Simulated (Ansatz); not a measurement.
System: sum formula SiHSCl₂, charge 0, multiplicity 2. It need not be the lowest isomer of its formula. 
Coordinates optimised at B3LYP-D3(BJ)/def2-TZVP (Ansatz, a first-principles code):
SMILES: S[Si](Cl)Cl
```xyz
5

S      1.4157    -0.3135     1.3676
Si     0.1035    -0.4378    -0.3232
Cl    -1.7960    -0.5839     0.4709
Cl     0.2312     1.2450    -1.5273
H      2.5013    -0.0934     0.6032
```
Charge 0, spin multiplicity 2.

Basis-set convergence of Hartree-Fock and MP2 correlation energies (hartree) with Ansatz. Valence correlation only, unless marked. UHF or UKS for open shells. No spin-orbit coupling. Non-relativistic.

| basis | functions | E(HF) | E(corr, MP2) |
|---|---|---|---|
| cc-pV(D+d)Z | 97 | -1606.16419 | -0.48152 |
| cc-pV(T+d)Z | 170 | -1606.22687 | -0.64527 |
| cc-pV(Q+d)Z | 286 | -1606.24065 | -0.70854 |

Extrapolating the two largest sets (X = 3 and 4) as X^-3: E(corr) = (64·(-0.70854) - 27·(-0.64527))/37 = -0.7547 Eh, an estimate of the basis-set limit. The largest set recovers 93.9 % of it, the smallest 63.8 %.
